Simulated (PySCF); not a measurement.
## Correlation energy of Cd⁺ (cadmium, charge +1)

[Kr] 4d9 5s2, 2D determinant (an excited configuration). All numbers are calculated (PySCF 2.14, a scalar-relativistic core potential, in aug-cc-pwCVDZ-PP with ECP28MDF (6s6p5d3f, 70 functions)). Frozen: 4s2 4p6; 11 electrons correlated.

| level | correlation energy (mhartree) |
| --- | --- |
| CCSD | -358.11 |
| (T) | -8.88 |
| CCSD(T) | -366.99 |

Diagnostics: T1 = 0.012, D1 = 0.0396, largest double amplitude 0.077.

Is a single reference adequate?

Mostly. T1 lies below 0.03, but a double amplitude of this size points to a near-degeneracy that CCSD handles and MP2 describes poorly.
